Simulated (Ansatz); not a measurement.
Consider the redistribution: `C#[C][SnH2][C]#C` + `[F][AlH][F]` → `C#[C][SnH3]` + `C#[C][Al]([F])[F]`.

Program: Ansatz. Geometries: PBE0-D4/def2-TZVP. ΔE: electronic, gas phase. CCSD(T)/CBS adds triple-zeta CCSD(T) − MP2 to the extrapolated MP2 energy (def2 sets, frozen cores). This one scheme is used for every species. Functionals use def2-TZVPP. B3LYP here is the variant with VWN-RPA as its local correlation; programs differ in this. HSE06 is defined as in plane-wave codes. def2 core potentials past Kr. For Sn outer-core shells are correlated without core-valence functions, which leaves a few kJ/mol of doubt a bond.

`C#[C][SnH2][C]#C`:

```xyz
9

C    -0.525    2.415    1.315
C    -0.600    1.465    0.576
Sn   -0.762   -0.156   -0.713
C     0.847   -1.415   -0.342
C     1.775   -2.159   -0.144
H    -0.453    3.252    1.971
H    -2.205   -0.986   -0.381
H    -0.676    0.398   -2.315
H     2.598   -2.813    0.035
```

`[F][AlH][F]`:

Z-matrix (Å, degrees):
```
Al
F 1 1.639
F 1 1.639 2 118.0
H 1 1.559 2 121.0 3 180.0
```

`C#[C][SnH3]`:

Cartesian coordinates in Å:
```
C -0.352 0.995 1.844
C -0.152 0.430 0.797
Sn 0.193 -0.545 -1.010
H -0.529 1.495 2.769
H -0.706 0.248 -2.216
H 1.859 -0.463 -1.342
H -0.313 -2.160 -0.841
```

`C#[C][Al]([F])[F]`:

Cartesian coordinates in Å:
```
C 0.560 1.180 1.306
C 0.193 0.408 0.452
Al -0.375 -0.791 -0.875
F -0.655 -0.285 -2.404
F -0.605 -2.374 -0.538
H 0.883 1.862 2.060
```

```
             level  ΔE (kJ/mol)  difference from CCSD(T)/CBS
       LDA (SPW92)        -47.5                         -9.5
            PBE-D4        -44.6                         -6.6
         revPBE-D4        -44.4                         -6.4
         r2SCAN-D4        -50.0                        -12.0
            B97M-V        -47.2                         -9.2
          B3LYP-D4        -45.5                         -7.5
        r2SCANh-D4        -49.6                        -11.6
        r2SCAN0-D4        -48.9                        -10.9
          BHLYP-D4        -44.9                         -6.9
           ωB97X-V        -41.3                         -3.3
           ωB97M-V        -42.9                         -4.9
            B2PLYP        -43.2                         -5.2
          PBE-QIDH        -42.0                         -4.0
               PBE        -45.8                         -7.8
            revPBE        -45.7                         -7.7
              BLYP        -46.9                         -8.9
            r2SCAN        -50.4                        -12.4
              PBE0        -46.1                         -8.1
             B3LYP        -47.2                         -9.2
           r2SCANh        -50.0                        -12.0
           r2SCAN0        -49.4                        -11.4
             HSE06        -46.2                         -8.2
         CAM-B3LYP        -45.7                         -7.7
           LC-ωPBE        -42.6                         -4.6
RPA@PBE/def2-TZVPP        -36.5                          1.5
       HF/def2-SVP        -52.0                        -14.0
      MP2/def2-SVP        -43.8                         -5.8
     CCSD/def2-SVP        -46.8                         -8.8
  CCSD(T)/def2-SVP        -46.1                         -8.1
     HF/def2-TZVPP        -45.0                         -7.0
    MP2/def2-TZVPP        -35.8                          2.2
SCS-MP2/def2-TZVPP        -35.9                          2.1
   CCSD/def2-TZVPP        -40.6                         -2.6
CCSD(T)/def2-TZVPP        -39.4                         -1.4
     HF/def2-QZVPP        -44.0                         -6.0
    MP2/def2-QZVPP        -34.7                          3.3
SCS-MP2/def2-QZVPP        -35.0                          3.0
      HF/CBS(def2)        -43.9                         -5.9
     MP2/CBS(def2)        -34.5                          3.5
    CCSD/CBS(def2)        -39.3                         -1.3
       CCSD(T)/CBS        -38.0                            0
```

(1) What do rigid-rotor, harmonic-oscillator terms from PBE0-D4/def2-TZVP frequencies (298.15 K, 1 bar) make of the CCSD(T)/CBS value? (Estimate.)

Largest T1 diagnostic among the species: 0.014.

Results:

(1) Computed: ΔZPE = +0.4 kJ/mol, ΔH = -37.6 kJ/mol, ΔS = -3 J/(mol·K), ΔG = -36.6 kJ/mol.

Leaving LDA and LC-ωPBE aside and taking each functional with its dispersion term where it has one, the values spread over 8.7 kJ/mol, from r2SCAN-D4 to ωB97X-V. In def2-TZVPP, CCSD(T) changes the Hartree–Fock value by +5.6 kJ/mol (the triples alone add +1.2 kJ/mol) and MP2 by +9.2 kJ/mol.
